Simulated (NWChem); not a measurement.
System: C2H3F2NSi; SMILES F[Si](N)(C#C)F

The following NWChem deck was run.

```
start job
memory heap 200 mb stack 900 mb global 1100 mb
geometry units angstroms noautosym nocenter noautoz
  C     -0.002984     2.680499    -0.040401
  C      0.009767     1.464951    -0.034688
  Si     0.020047    -0.350976    -0.021352
  N     -1.506158    -0.930723     0.405350
  F      0.443966    -0.942531    -1.458665
  F      1.211972    -0.840216     0.951464
  H     -0.010615     3.756710    -0.047934
  H     -2.153088    -0.369561     0.944037
  H     -1.763376    -1.909084     0.366216
end
basis spherical
  C library 6-31g*
  Si library 6-31g*
  N library 6-31g*
  F library 6-31g*
  H library 6-31g*
end
dft
  xc hfexch
  iterations 150
  mulliken
end
task dft energy
esp
  recalculate
  probe 0.07
  range 0.3
  factor 1.0
  spacing 0.02
end
task esp
```

Excerpt of the output:

```
             Northwest Computational Chemistry Package (NWChem) 7.3.0
             --------------------------------------------------------

                             Geometry "geometry" -> ""
                             -------------------------

 Output coordinates in angstroms (scale by  1.889725989 to convert to a.u.)

  No.       Tag          Charge          X              Y              Z
 ---- ---------------- ---------- -------------- -------------- --------------
    1 C                    6.0000    -0.00298400     2.68049900    -0.04040100
    2 C                    6.0000     0.00976700     1.46495100    -0.03468800
    3 Si                  14.0000     0.02004700    -0.35097600    -0.02135200
    4 N                    7.0000    -1.50615800    -0.93072300     0.40535000
    5 F                    9.0000     0.44396600    -0.94253100    -1.45866500
    6 F                    9.0000     1.21197200    -0.84021600     0.95146400
    7 H                    1.0000    -0.01061500     3.75671000    -0.04793400
    8 H                    1.0000    -2.15308800    -0.36956100     0.94403700
    9 H                    1.0000    -1.76337600    -1.90908400     0.36621600

 Effective nuclear repulsion energy (a.u.)     290.0244626351

  xc_inp: hfexch multiplicative factor not found.

                                 NWChem DFT Module
                                 -----------------

 Summary of "ao basis" -> "ao basis" (spherical)
 ------------------------------------------------------------------------------
       Tag                 Description            Shells   Functions and Types
 ---------------- ------------------------------  ------  ---------------------
 C                           6-31g*                  6       14   3s2p1d
 Si                          6-31g*                  8       18   4s3p1d
 N                           6-31g*                  6       14   3s2p1d
 F                           6-31g*                  6       14   3s2p1d
 H                           6-31g*                  2        2   2s

            General Information
            -------------------
          SCF calculation type: DFT
          Wavefunction type:  closed shell.
          No. of atoms     :     9
          No. of electrons :    54
           Alpha electrons :    27
            Beta electrons :    27
          Charge           :     0
          Spin multiplicity:     1
          Use of symmetry is: off; symmetry adaption is: off
          Maximum number of iterations: 150
          AO basis - number of functions:    94
                     number of shells:    44
          Convergence on energy requested:  1.00D-06
          Convergence on density requested:  1.00D-05
          Convergence on gradient requested:  5.00D-04

              XC Information
              --------------
                     Hartree-Fock (Exact) Exchange  1.000

      Superposition of Atomic Density Guess
      -------------------------------------

 Sum of atomic energies:        -618.67091573

      Non-variational initial energy
      ------------------------------

 Total energy =    -620.729123
 1-e energy   =   -1431.915478
 2-e energy   =     521.161892
 HOMO         =      -0.347647
 LUMO         =       0.020921

     ---------------------------------------------
      Total Density - Mulliken Population Analysis
     ---------------------------------------------

    Atom       Charge   Shell Charges
 -----------   ------   -------------------------------------------------------
    1 C    6     6.09   2.00  0.75  1.79  0.62  0.90  0.03
    2 C    6     6.36   2.00  0.74  1.94  0.77  0.89  0.02
    3 Si  14    12.34   2.00  2.00  5.97  0.72  1.07  0.10  0.21  0.28
    4 N    7     8.19   2.00  0.81  2.68  0.80  1.89  0.01
    5 F    9     9.60   2.00  0.95  3.46  1.00  2.18  0.01
    6 F    9     9.61   2.00  0.95  3.47  1.00  2.18  0.01
    7 H    1     0.72   0.42  0.30
    8 H    1     0.54   0.40  0.14
    9 H    1     0.55   0.40  0.15

   convergence    iter        energy       DeltaE   RMS-Dens  Diis-err
 ---------------- ----- ----------------- --------- --------- ---------
 d= 0,ls=0.0,diis     1   -619.7451279672 -9.10D+02  7.97D-03  8.00D-01
 d= 0,ls=0.0,diis     2   -619.8240944023 -7.90D-02  2.39D-03  1.93D-01
 d= 0,ls=0.0,diis     3   -619.8404990471 -1.64D-02  9.59D-04  6.01D-03
 d= 0,ls=0.0,diis     4   -619.8414287227 -9.30D-04  1.80D-04  1.86D-04
 d= 0,ls=0.0,diis     5   -619.8414589785 -3.03D-05  3.66D-05  1.71D-05
  Resetting Diis
 d= 0,ls=0.0,diis     6   -619.8414614606 -2.48D-06  1.56D-05  1.30D-06
 d= 0,ls=0.0,diis     7   -619.8414618120 -3.51D-07  4.87D-06  1.63D-07

         Total DFT energy =     -619.841461812039
      One electron energy =    -1435.571734130676
           Coulomb energy =      584.448803824984
    Exchange-Corr. energy =      -58.742994141479
 Nuclear repulsion energy =      290.024462635131

 Numeric. integr. density =        0.000000000000

                       DFT Final Molecular Orbital Analysis
                       ------------------------------------

 Vector   25  Occ=2.000000D+00  E=-4.440540D-01
              MO Center= -1.2D+00, -5.8D-01,  3.1D-01, r^2= 2.2D+00
   Bfn.  Coefficient  Atom+Function         Bfn.  Coefficient  Atom+Function
  ----- ------------  ---------------      ----- ------------  ---------------
    51      0.459202  4 N  pz                55      0.413599  4 N  pz
    49      0.229568  4 N  px                53      0.209756  4 N  px
    50     -0.111386  4 N  py                77      0.110647  6 F  px
    54     -0.104239  4 N  py                19      0.101418  2 C  pz
     5      0.090149  1 C  pz                81      0.086892  6 F  px

 Vector   26  Occ=2.000000D+00  E=-4.168533D-01
              MO Center= -3.3D-03,  2.0D+00, -3.7D-02, r^2= 1.5D+00
   Bfn.  Coefficient  Atom+Function         Bfn.  Coefficient  Atom+Function
  ----- ------------  ---------------      ----- ------------  ---------------
    17      0.285207  2 C  px                 3      0.279761  1 C  px
    19     -0.272354  2 C  pz                 5     -0.264295  1 C  pz
    21      0.201539  2 C  px                23     -0.192527  2 C  pz
     7      0.188607  1 C  px                 9     -0.178014  1 C  pz
    52      0.050413  4 N  s                 64     -0.047391  5 F  py

 Vector   27  Occ=2.000000D+00  E=-4.126829D-01
              MO Center= -1.6D-01,  1.7D+00,  1.2D-02, r^2= 2.5D+00
   Bfn.  Coefficient  Atom+Function         Bfn.  Coefficient  Atom+Function
  ----- ------------  ---------------      ----- ------------  ---------------
    19      0.267601  2 C  pz                 5      0.266022  1 C  pz
     3      0.258037  1 C  px                17      0.257490  2 C  px
    23      0.188896  2 C  pz                 9      0.180880  1 C  pz
     7      0.177164  1 C  px                21      0.176196  2 C  px
    51     -0.176942  4 N  pz                55     -0.168810  4 N  pz

 Vector   28  Occ=0.000000D+00  E= 1.394679D-01
              MO Center= -6.4D-02,  1.3D+00,  4.8D-02, r^2= 4.0D+00
   Bfn.  Coefficient  Atom+Function         Bfn.  Coefficient  Atom+Function
  ----- ------------  ---------------      ----- ------------  ---------------
     9      0.528753  1 C  pz                52      0.419839  4 N  s
    23     -0.409119  2 C  pz                41     -0.408839  3 Si pz
     7     -0.296461  1 C  px                 5      0.279234  1 C  pz
    94     -0.248144  9 H  s                 21      0.232961  2 C  px
    39      0.227484  3 Si px                66     -0.217073  5 F  s

 Vector   29  Occ=0.000000D+00  E= 1.484770D-01
              MO Center= -6.3D-02,  1.4D+00, -5.5D-02, r^2= 3.8D+00
   Bfn.  Coefficient  Atom+Function         Bfn.  Coefficient  Atom+Function
  ----- ------------  ---------------      ----- ------------  ---------------
     7      0.540374  1 C  px                21     -0.431454  2 C  px
    39     -0.399965  3 Si px                52     -0.397318  4 N  s
     9      0.314535  1 C  pz                 3      0.280314  1 C  px
    23     -0.253966  2 C  pz                80      0.213207  6 F  s
    41     -0.208029  3 Si pz                94      0.208771  9 H  s

 Vector   30  Occ=0.000000D+00  E= 1.931943D-01
              MO Center= -9.3D-01, -1.1D+00,  3.4D-01, r^2= 5.0D+00
   Bfn.  Coefficient  Atom+Function         Bfn.  Coefficient  Atom+Function
  ----- ------------  ---------------      ----- ------------  ---------------
    52     -1.350036  4 N  s                 38      1.228279  3 Si s
    92      0.806534  8 H  s                 94      0.569593  9 H  s
    22      0.464973  2 C  py                 8      0.388247  1 C  py
    40     -0.343497  3 Si py                66     -0.322776  5 F  s
    80     -0.309327  6 F  s                  6     -0.300650  1 C  s

     ---------------------------------------------
      Total Density - Mulliken Population Analysis
     ---------------------------------------------

    Atom       Charge   Shell Charges
 -----------   ------   -------------------------------------------------------
    1 C    6     6.17   2.00  0.69  1.87  0.47  1.10  0.03
    2 C    6     6.34   2.00  0.66  1.93  0.77  0.96  0.02
    3 Si  14    12.48   2.00  2.00  5.98  0.70  1.30 -0.03  0.13  0.41
    4 N    7     8.07   2.00  0.74  2.52  0.87  1.93  0.02
    5 F    9     9.52   2.00  0.92  3.30  1.05  2.25  0.01
    6 F    9     9.52   2.00  0.92  3.30  1.04  2.25  0.01
    7 H    1     0.70   0.50  0.20
    8 H    1     0.60   0.48  0.12
    9 H    1     0.60   0.48  0.12

     -------------------------------------------
      Total Density - Lowdin Population Analysis
     -------------------------------------------

    Atom       Charge   Shell Charges
 -----------   ------   -------------------------------------------------------
    1 C    6     6.11   1.99  0.56  1.70  0.46  1.34  0.06
    2 C    6     6.25   1.99  0.56  1.76  0.47  1.42  0.05
    3 Si  14    13.04   2.00  1.97  5.88  0.48  1.26  0.24  0.56  0.65
    4 N    7     7.68   1.99  0.68  2.39  0.57  2.01  0.03
    5 F    9     9.33   1.99  0.93  3.19  0.85  2.35  0.02
    6 F    9     9.33   1.99  0.93  3.19  0.86  2.35  0.02
    7 H    1     0.81   0.46  0.35
    8 H    1     0.72   0.46  0.26
    9 H    1     0.72   0.46  0.26

     Multipole analysis of the density
     ---------------------------------

     L   x y z        total         alpha         beta         nuclear
     -   - - -        -----         -----         ----         -------
     0   0 0 0     -0.000000    -27.000000    -27.000000     54.000000

     1   1 0 0     -1.067342     -1.246677     -1.246677      1.426012
     1   0 1 0      0.563272      1.342418      1.342418     -2.121563
     1   0 0 1      0.464170      1.379623      1.379623     -2.295076

     2   2 0 0    -28.735424    -83.334014    -83.334014    137.932604
     2   1 1 0      2.504971     -0.431963     -0.431963      3.368897
     2   1 0 1     -2.398115      3.102043      3.102043     -8.602201
     2   0 2 0    -21.332908   -182.110089   -182.110089    342.887270
     2   0 1 1     -0.675786     -1.159050     -1.159050      1.642315
     2   0 0 2    -32.326392    -68.832930    -68.832930    105.339468

                     NWChem Electrostatic Potential Fit Module
                     -----------------------------------------

 Atom parameters

 Number of atoms is                                    9
 Number of basis functions is                         94

 Grid parameters

 Maximum number of grid points is                  41282
 Number of grid points is                          41281
 Grid range                                     0.300000 nm
 Grid spacing                                   0.020000 nm
 Probe radius                                   0.070000 nm
 Atom radius factor                             1.000000

 Atomic radii

    1    0.100000
    6    0.147000
    7    0.140000
    9    0.128000
   14    0.187000
 FASTESP  F
  using M.O. file = ./job.movecs

    Atom              Coordinates                           Charge

                                                  ESP

    1 C    -0.000298    0.268050   -0.004040   -0.165421
    2 C     0.000977    0.146495   -0.003469   -0.428994
    3 Si    0.002005   -0.035098   -0.002135    1.574886
    4 N    -0.150616   -0.093072    0.040535   -1.249549
    5 F     0.044397   -0.094253   -0.145867   -0.435881
    6 F     0.121197   -0.084022    0.095146   -0.457472
    7 H    -0.001062    0.375671   -0.004793    0.270251
    8 H    -0.215309   -0.036956    0.094404    0.436799
    9 H    -0.176338   -0.190908    0.036622    0.455382
                                            ------------
                                                0.000000

 Dipole moment                                  1.341921

 Quadrupole moment Qxx                         -8.360951
                   Qyy                         21.131855
                   Qzz                        -12.770904

 RMS deviation kJ/mol                           0.051342

 RRMS %                                        18.617830
```

Level: Hartree-Fock/6-31G* (spherical d). Coordinates come from a PBE0/def2-SVP optimisation.
